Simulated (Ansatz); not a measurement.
What each rung costs, and what it gives

Saddle point of SnNH6F, closed shell (SnNH₅ ([NH2][SnH3]) + HF → SnH₃F ([F][SnH3]) + NH₃; bonds formed: Sn1–F7, N2–H6; bonds broken: Sn1–N2, H6–F7), PBE0-D4/def2-TZVP structure:

```
atom    x (Å)    y (Å)    z (Å)
 Sn1  -0.8019   0.4928  -0.4334
  N2   0.9709  -0.1193   0.6245
  H3  -0.5596   0.3612  -2.1034
  H4  -0.7367   2.1804  -0.0368
  H5  -2.1764  -0.1467   0.3189
  H6   0.6646  -1.1838   0.1967
  F7  -0.1417  -1.8314  -0.4786
  H8   0.9392  -0.0177   1.6304
  H9   1.8417   0.2645   0.2818
```

Barriers are electronic and count from the start structure reached by relaxing down the imaginary mode.

Program: Ansatz 0.2.0. Basis: as named in each row. Cores are frozen in the correlated methods. Filled d shells of the heavier atoms are correlated. Core potentials replace the inner electrons of the atoms past krypton. The def2 sets are not built for correlating such inner shells, so the correlated values are less sure here. B3LYP uses VWN-RPA correlation. Extrapolation: Hartree–Fock as exp(−7.88 √X), correlation as X^−2.97.

Times are rough, for one single point on 4 threads of a shared host (Intel Xeon).

The estimate by CCSD(T) at an estimated basis limit (MP2 extrapolated from triple and quadruple zeta, plus CCSD(T) − MP2 in triple zeta) is 33.5 kJ/mol.

| method | basis | time (s) | barrier (kJ/mol) | method less estimate |
| --- | --- | --- | --- | --- |
| SPW92 | def2-SVP | under 1 | -7.1 | -40.6 |
| PBE-D4 | def2-SVP | under 1 | 7.2 | -26.3 |
| PBE0-D4 | def2-SVP | 1 | 18.4 | -15.1 |
| SPW92 | def2-TZVPP | 2 | 6.9 | -26.6 |
| PBE-D4 | def2-TZVPP | 2 | 20.9 | -12.6 |
| BLYP-D4 | def2-TZVPP | 2 | 25.6 | -7.9 |
| BHLYP-D4 | def2-TZVPP | 3 | 37.5 | 4.0 |
| CAM-B3LYP-D4 | def2-TZVPP | 4 | 29.6 | -3.9 |
| r2SCAN-D4 | def2-TZVPP | 4 | 20.8 | -12.7 |
| PBE0-D4 | def2-TZVPP | 4 | 29.2 | -4.3 |
| B3LYP-D4 | def2-TZVPP | 4 | 31.0 | -2.5 |
| wB97M-V | def2-SVP | 4 | 17.8 | -15.7 |
| CCSD(T) | def2-SVP | 5 | 31.8 | -1.7 |
| r2SCAN0-D4 | def2-TZVPP | 5 | 28.5 | -5.0 |
| B2PLYP | def2-TZVPP | 6 | 34.4 | 0.9 |
| PBE-QIDH | def2-TZVPP | 6 | 35.1 | 1.6 |
| RPA on PBE | def2-TZVPP | 6 | 39.3 | 5.8 |
| wB97M-V | def2-TZVPP | 6 | 29.0 | -4.5 |
| wB97X-V | def2-TZVPP | 7 | 29.7 | -3.7 |
| B97M-V | def2-TZVPP | 8 | 24.4 | -9.1 |
| MP2 | def2-QZVPP | 21 | 35.2 | 1.7 |
| CCSD(T) | def2-TZVPP | 68 | 40.0 | 6.5 |

All methods are single points on the PBE0-D4 structures; a negative value means that the method puts the saddle structure below the start.

T1 diagnostic: at most 0.013.

Steps of this kind, hydrogen fluoride cutting a network bond, underlie vapour etching and the fluorination step of atomic layer etching.

Labels in which every atom is bracketed show which atoms are joined, not bond orders.
